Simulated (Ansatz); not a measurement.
Input file for Ansatz (an electronic-structure program): R-PBE0/def2-TZVPP on ClHPbS (SMILES [SH][Pb][Cl]), a point of a torsion scan. Elements past Kr take the def2 small-core potentials; no spin–orbit coupling.

Ansatz 0.2 input:
```yaml
crystal:
  periodic: [false, false, false]
  atoms:
    - {symbol: S, position_ang: [-1.58924575, 0.50226626, -0.29394104]}
    - {symbol: Pb, position_ang: [0.92169548, 0.97735495, -0.28074933]}
    - {symbol: Cl, position_ang: [1.35802777, 1.07983664, -2.72757108]}
    - {symbol: H, position_ang: [-1.52864430, -0.64584695, 0.36744994]}
basis:
  gaussian:
    orbitals: def2-TZVPP
hamiltonian:
  xc: {name: PBE0}
scf: {lower_state_search: off}
```

The head of its log:

```
WARN ansatz: RAYON_NUM_THREADS=1 ignored (pool sized by the plan → 1); use --threads N
Functional definition: PBE0
these checks for a lower state are left out or cut short: stability, starts, cluster_reference, orbital_swaps, neighbouring_geometries, increment
integrals: 0.08 GiB planned
1129 factors; their error is unknown
mean field: 0.62 GiB planned
mean field evaluation 1: about -28615.4907 eV, gradient 2.7e1 eV
mean field evaluation 2: about -28608.7339 eV, gradient 5.5e1 eV
```

### Question
Predict the final total energy.

### Answer
-1051.6920 hartree.
